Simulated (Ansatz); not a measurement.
Geometry optimisation, UKS PBE/def2-SVP (Ansatz).

input.yaml

```yaml
crystal:
  periodic: [false, false, false]
  atoms:
    - { symbol: Mo, position_ang: [0.0, 0.0, 0.0] }
    - { symbol: F, position_ang: [0.0, 0.0, 2.02] }
    - { symbol: Cl, position_ang: [2.31, 0.0, 0.0] }
    - { symbol: Cl, position_ang: [0.0, 2.31, 0.0] }
    - { symbol: Cl, position_ang: [-2.31, 0.0, 0.0] }
    - { symbol: Cl, position_ang: [0.0, -2.31, 0.0] }
    - { symbol: F, position_ang: [0.0, 0.0, -1.77] }
    - { symbol: H, position_ang: [0.0, 0.0, 3.24] }
magnetization:
  spin_polarized: true
  initial_magnetization: 1
basis:
  gaussian: { orbitals: def2-SVP }
hamiltonian:
  xc: pbe
relax:
  f_tol: 0.15
  max_steps: 25
  restrain:
    - { distance: [1, 7], at: 0.92, k: 30.0 }
    - { distance: [0, 1], at: 2.97, k: 30.0 }
output:
  orbitals: {}
```

Run as:

```bash
$ ansatz run input.yaml --threads 4 --pin off --max-ram 5120MiB --backend cpu --events-out ev --progress --plain --runs-dir out
```

Task: Where does it end, and by what steps?

Result: It converged. The restraints hold the end off the free minimum. After 5 steps the energy has fallen by 1.718 eV (the restraints' own energy left out); F7 moved furthest, 0.50 Å. Parted: Mo1–F2. Joined: F2–H8.

```
step  energy less start (eV)  largest force component (eV/Å)  accepted
   0                  0.0000                           6.422       yes
   1                 -1.2246                           4.129       yes
   2                 -1.1196                           6.981       yes
   3                 -1.6365                           1.470       yes
   4                 -1.7125                           0.587       yes
   5                 -1.7183                           0.425       yes
```

```xyz
8
Properties=species:S:1:pos:R:3
Mo 0.000 0.000 -0.471
F 0.000 0.000 2.496
Cl 2.238 0.000 0.078
Cl 0.000 2.238 0.078
Cl -2.238 0.000 0.078
Cl 0.000 -2.238 0.078
F 0.000 0.000 -2.273
H 0.000 0.000 3.425
```

Whether the end is a true minimum wasn't checked by a vibrational analysis.

The run took 83 s on 4 threads of Intel(R) Xeon(R) Platinum 8259CL CPU @ 2.50GHz (Skylake/Cascade Lake) (shared host), peak memory 0.47 GiB.
